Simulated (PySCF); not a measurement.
Which level of theory gave which numbers?

Species: CF3SO2Cl.
SMILES: `O=S(=O)(Cl)C(F)(F)F`

The closed-shell ground state was solved 4 times with PySCF (density fitting, gas phase), always in the pcSseg-2 basis (302 functions), with these functionals: B97-2, KT3, PBE0 and wB97X-D. Geometry: PBE0-D3(BJ)/def2-TZVP; no solvent, vibrations or thermal averaging.

| row | total energy (Eh) | HOMO (eV) | LUMO (eV) | dipole (D) |
| --- | --- | --- | --- | --- |
| P | -1345.9268 | -9.98 | -2.07 | 1.81 |
| Q | -1346.5938 | -9.69 | -2.16 | 1.79 |
| R | -1358.6339 | -8.50 | -3.09 | 1.66 |
| S | -1346.5386 | -11.88 | -0.29 | 1.85 |

**Question.** Which functional belongs to which row?

**Answer.** P = PBE0, Q = B97-2, R = KT3, S = wB97X-D. By rising HOMO–LUMO gap: KT3 (GGA) 5.41 eV; B97-2 (global hybrid, 21 % exact exchange) 7.53 eV; PBE0 (global hybrid, 25 % exact exchange) 7.91 eV; wB97X-D (range-separated hybrid) 11.59 eV. Total energies of different functionals aren't bounds to one another; each is stationary for its own functional.

The values belong to the conformer `[O:1]=[S:2](=[O:3])([Cl:4])[C:5]([F:6])([F:7])[F:8]`: O1–S2–C5–F6 -66°.

The pairwise dispersion term of wB97X-D wasn't added to the energies; at a given geometry it leaves orbitals and properties as they are.
